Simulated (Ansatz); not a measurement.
`[OH][Zn][O][SiH3]` + NH₃ → `[NH2][Zn][OH]` + silanol  (ligand exchange at a Zn–O bond)

Isolated molecules relaxed with PBE0-D4/def2-TZVP in Ansatz; ΔE leaves out vibrations. CBS: MP2 limit from def2 TZ/QZ plus the TZ coupled-cluster correction, frozen cores. This one scheme is used for every species. DFT in def2-TZVPP. B3LYP here is the variant with VWN-RPA as its local correlation; programs differ in this. HSE06 is defined as in plane-wave codes. For Zn outer-core shells are correlated without core-valence functions, which leaves a few kJ/mol of doubt a bond. Scalar relativity is left out up to krypton. One conformer a species, not always the lowest.

```tsv
level	ΔE (kcal/mol)	difference from CCSD(T)/CBS
revPBE-D4	8.6	-2.4
r2SCAN-D4	9.9	-1.1
PBE0-D4	9.6	-1.4
B3LYP-D4	10.3	-0.7
HSE06-D4	9.6	-1.4
ωB97M-V	10.0	-1.0
PBE	8.0	-3.0
BLYP	8.8	-2.2
r2SCAN0	10.4	-0.6
CAM-B3LYP	10.1	-0.9
RPA@PBE/def2-TZVPP	11.1	0.1
MP2/def2-SVP	16.3	5.3
CCSD/def2-SVP	16.7	5.7
CCSD(T)/def2-SVP	16.5	5.5
CCSD/def2-TZVPP	11.5	0.5
CCSD(T)/def2-TZVPP	11.1	0.1
CCSD(T)/CBS	11.0	0
```

Task: What do rigid-rotor, harmonic-oscillator terms from PBE0-D4/def2-TZVP frequencies (298.15 K, 1 bar) make of the CCSD(T)/CBS value? (Estimate.)

Result: The calculation gave: ΔZPE = -0.1 kcal/mol, ΔH = +10.3 kcal/mol, ΔS = -11 J/(mol·K), ΔG = +11.1 kcal/mol. Modes under 50 cm⁻¹ make the entropy rough.

Largest T1 diagnostic among the species: 0.017.

Leaving LDA and LC-ωPBE aside and taking each functional with its dispersion term where it has one, the values, not all of them listed here, spread over 3.7 kcal/mol, from PBE-D4 to BHLYP-D4. LDA lies −1.2 kcal/mol from PBE without D4. From PBE to PBE0 (25 % exact exchange), in def2-TZVPP and without D4, ΔE moves by +1.3 kcal/mol.
